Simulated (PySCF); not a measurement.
Dipole response of N²⁺ (nitrogen, charge +2)

[He] 2s2 2p1, 2P determinant. Computed with PySCF 2.14 in aug-cc-pVQZ (6s5p4d3f2g, 80 functions), with the non-relativistic Hamiltonian (point nucleus). Coupled (time-dependent) response in atomic units; α is the mean over directions.

```
method  mean α (bohr³)         α xx, yy, zz  C₆ (like pair)  S(−4)
   UHF           2.713  2.824, 2.491, 2.824           3.842  9.195
   PBE           2.589  2.702, 2.363, 2.702           3.676  6.898
  PBE0           2.602  2.718, 2.371, 2.718           3.693  7.090
  TPSS           2.623  2.736, 2.396, 2.736           3.792  7.116
 B3LYP           2.594  2.714, 2.354, 2.714           3.665  7.027
```

S(−4) is the Cauchy moment in α(ω) = α(0) + S(−4) ω² + …

α(iu) at PBE:

| u (hartree) | α(iu) (bohr³) |
| --- | --- |
| 0 | 2.589 |
| 0.0500 | 2.572 |
| 0.100 | 2.522 |
| 0.200 | 2.349 |
| 0.300 | 2.122 |
| 0.500 | 1.665 |
| 0.750 | 1.229 |
| 1.00 | 0.9360 |
| 1.50 | 0.5928 |
| 2.00 | 0.4082 |
| 3.00 | 0.2268 |
| 5.00 | 0.1001 |

A single London oscillator, α(iu) = α/(1 + u²/ω²), gives C₆ = (3/4) ω α². Matching the computed C₆ needs ω = 4 × 3.676 / (3 × 2.589²) = 0.731 hartree.

For an ion, C₆ is the dispersion term alone; charge-induced terms of lower order in 1/R come first.

The components differ because the open shell of this determinant is not spherical; for a pure term their mean is the scalar polarisability.
